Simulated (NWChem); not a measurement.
Correlation energy of Tl

SMILES: [Tl]
```xyz
1

Tl     0.0000     0.0000     0.0000
```
Charge 0, spin multiplicity 2.

Program: NWChem.

Basis set: def2-QZVP. Each correlation energy counts from its own Hartree-Fock reference.

Effective core potentials replace the inner electrons of Tl; spin-orbit coupling is left out. The correlated methods keep 4 core orbitals frozen. The stability of the SCF solutions was not checked. Open-shell Hartree-Fock references start from PBE0 orbitals. Coupled-cluster values serve here as a point of comparison, not as the truth.

Problem. Order these methods by the correlation energy they give, lowest first: UMP2, SCS-UMP2, CCSD on ROHF, CCSD[T] on ROHF.

Solution. UMP2 (-424.5 mHa), CCSD[T] on ROHF (-402.4 mHa), CCSD on ROHF (-391.2 mHa), SCS-UMP2 (-378.4 mHa)
